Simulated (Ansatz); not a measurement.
Cost and result up the ladder for BMe2(NH2) (C₂H₈BN) (12 atoms). Total charge 0; singlet. Geometry: PBE0-D4/def2-SVP.

```xyz
12

B    -0.0113   -0.1435    0.1326
C     0.9515    1.0885    0.3851
H     1.5279    1.0296    1.3225
H     0.3712    2.0278    0.4057
H     1.6684    1.1983   -0.4469
C    -0.8755   -0.2279   -1.1918
H    -1.5240   -1.1166   -1.2550
H    -0.2176   -0.2267   -2.0786
H    -1.5155    0.6660   -1.2934
N    -0.1016   -1.1627    1.0881
H     0.4297   -1.1637    1.9490
H    -0.7032   -1.9691    0.9826
```

Ansatz on 4 threads of Arm Neoverse V1 on a shared host. Times are rough, and most runs start from the orbitals of an earlier one. ωB97M-V/def2-TZVP serves as the yardstick here, not as an exact answer. Differences are given only for rows in sets of like size (and for xTB, whose basis is part of the method), since another set adds its own error. Binding counts from free atoms at the same level (B doublet, C triplet, H doublet, N quartet; other spins of the atoms weren't run), without zero-point energy or a counterpoise term.

B3LYP takes the VWN-RPA correlation. Correlated methods freeze 4 core orbitals.

Correlated methods converge slowly with the basis.

```csv
level,functions,wall time,binding energy per atom (eV),difference from ωB97M-V/def2-TZVP (eV)
HF/6-31G,52,0.2 s,2.92,–
B3LYP-D4/6-31G,52,0.55 s,3.97,–
PBE-D4/def2-SVP,96,0.7 s,4.11,–
PBE0-D4/def2-SVP,96,0.75 s,4.06,–
LDA (SPW92)/def2-TZVP,172,0.9 s,4.53,0.50
MP2/def2-TZVP,172,1.1 s,3.90,-0.13
PBE-D4/def2-TZVP (with forces),172,1.5 s,4.08,0.05
B3LYP-D4/def2-TZVP,172,2.3 s,4.03,0.00
r2SCAN-D4/def2-TZVP,172,2.9 s,4.02,-0.01
r2SCANh-D4/def2-TZVP,172,3.1 s,4.00,-0.02
PBE0-D4/def2-TZVP,172,3.3 s,4.03,0.00
ωB97M-V/def2-TZVP,172,5.5 s,4.03,0.00
B97M-V/def2-TZVP,172,6 s,4.02,-0.01
CCSD(T)/def2-TZVPP,236,4.9 min,3.92,-0.11
```
